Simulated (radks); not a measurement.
Q: Ionisation of the carbon ion C2+, [He] 2s2, to [He] 2s1 as the strength of local exchange is varied. All-electron calculation, non-relativistic Kohn-Sham, Slater X-alpha exchange (alpha = 2/3 is LDA exchange), no correlation, spin-unpolarised, spherical densities, point nucleus. Program: a radial shooting solver on a logarithmic mesh with Libxc functionals.

alpha  E(C2+) (hartree)  exchange (hartree)  IE (eV)  -e of the level emptied (eV)  <r> of it (bohr)
0.648         -35.75143            -3.61326   46.207                   38.405 (2s)             1.379
0.667         -35.85746            -3.72577   46.508                   38.707 (2s)             1.375
0.691         -35.99167            -3.86842   46.890                   39.090 (2s)             1.370
0.808         -36.65022            -4.57236   48.777                   40.987 (2s)             1.347
0.844         -36.85427            -4.79181   49.365                   41.579 (2s)             1.340
0.967         -37.55652            -5.55170   51.401                   43.635 (2s)             1.316
1.034         -37.94234            -5.97220   52.528                   44.776 (2s)             1.303
?             -35.93012            -3.80296   46.715                   38.915 (2s)             1.373

Which alpha was used in the last row?

A: alpha = 0.68. NIST Atomic Spectra Database: 47.888 eV (measured). The Delta-SCF value meets it near alpha = 0.75. Spin polarisation and multiplet splitting are left out, so open shells lie too high by an amount that depends on their filling.

Beside tabulated values, note that spin-unpolarised runs miss the spin-polarisation part of the exchange energy of open shells.
